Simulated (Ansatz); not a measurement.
C$_{2}$H$_{6}$F$_{2}$Si, SMILES `FC[SiH2]CF`, relaxed with RKS PBE-D4/def2-SVP in Ansatz 0.2.0 from a rough embedded geometry. The force threshold is 0.03 eV/Å; the program also tests the step.

Total charge 0; spin multiplicity 1.

Start:

```xyz
11

F    -1.666   -1.380    0.007
C    -1.232   -0.428    0.823
Si    0.543   -0.137    0.434
C     0.812    0.563   -1.182
F     0.165    1.729   -1.360
H    -1.401   -0.789    1.842
H    -1.825    0.491    0.722
H     1.124    0.848    1.496
H     1.295   -1.408    0.666
H     1.831    0.674   -1.455
H     0.354   -0.163   -1.993
```

```json
{"step": "1", "energy (eV)": "-15461.3967", "largest force (eV/Å)": "4.204", "largest move (Å)": "0.000"}
{"step": "2", "energy (eV)": "-15461.8986", "largest force (eV/Å)": "1.657", "largest move (Å)": "0.079"}
{"step": "3", "energy (eV)": "-15461.9673", "largest force (eV/Å)": "0.617", "largest move (Å)": "0.084"}
{"step": "4", "energy (eV)": "-15461.9971", "largest force (eV/Å)": "0.114", "largest move (Å)": "0.055"}
{"step": "5", "energy (eV)": "-15461.9991", "largest force (eV/Å)": "0.038", "largest move (Å)": "0.019"}
{"step": "6", "energy (eV)": "-15461.9996", "largest force (eV/Å)": "0.010", "largest move (Å)": "0.022"}
```

End:

```xyz
11

F    -1.690   -1.361   -0.101
C    -1.244   -0.424    0.839
Si    0.620   -0.139    0.544
C     0.790    0.528   -1.236
F     0.090    1.737   -1.315
H    -1.468   -0.794    1.865
H    -1.802    0.529    0.694
H     1.144    0.869    1.530
H     1.368   -1.438    0.673
H     1.849    0.691   -1.538
H     0.342   -0.198   -1.954
```

Run time 5.5 s (4 threads of an Arm Neoverse V2 on a shared host); peak host memory 0.14 GiB.
